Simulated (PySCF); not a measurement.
How methods differ on the excitation energy of Al⁺

Al⁺ [Ne] 3s2 (1S) → Al⁺ [Ne] 3s1 3p1 (3P), as a difference of total energies. Calculation: PySCF 2.14, in aug-cc-pVDZ-DK (5s4p2d, 27 functions); the spin-free X2C one-electron Hamiltonian (Gaussian nucleus). Correlated levels: valence: [Ne] frozen. The calculations carry no spin-orbit coupling.

Problem. Order these methods by the excitation energy they give, lowest first.
A. MP2 (valence)
B. UHF
C. M06-L
D. PBE

Solution. B (3.597 eV), A (4.227 eV), D (4.552 eV), C (4.639 eV).

Errors of the correlated levels include the incompleteness of this basis and the frozen core.

For comparison: 4.651 eV (measured; NIST levels, between the centres of gravity of the two terms).
